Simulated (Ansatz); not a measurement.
cyclo-(F2GeSe)2 (Ge2Se2F4), relaxed as a singlet with RKS r2SCAN-D4/def2-SVP in Ansatz, starting from the GFN2-xTB geometry. Force threshold 0.02 eV/Å.

Start:

Cartesian coordinates in Å:
```
Ge 1.1802 0.2164 -0.8995
F 2.2206 1.6312 -1.1875
F 2.0089 -0.8679 -2.0406
Se 1.1691 -0.5704 1.3966
Ge -1.1805 -0.2141 0.9000
F -2.2113 -1.6363 1.1774
F -2.0190 0.8582 2.0461
Se -1.1680 0.5829 -1.3926
```

```tsv
step	energy (eV)	largest force component (eV/Å)	SCF passes
1	-254566.4437	1.246	17
2	-254566.7123	0.792	24
3	-254566.8096	0.315	19
4	-254566.8136	0.064	19
5	-254566.8138	0.005	20
```

Force components are those of the run's own axes.

End:

Cartesian coordinates in Å:
```
Ge 1.159 0.211 -0.883
F 2.116 1.630 -1.100
F 1.908 -0.899 -1.970
Se 1.120 -0.549 1.337
Ge -1.158 -0.211 0.884
F -2.113 -1.632 1.096
F -1.911 0.896 1.971
Se -1.119 0.554 -1.335
```

By distances, no bond broke or formed. The bond that changes most is Se4–Ge5, from 2.43 to 2.35 Å (atoms count from 1).

No frequencies were taken in this run, so the end may be a saddle point.

Run time 20 s (4 threads of Arm Neoverse V2 on a shared host).
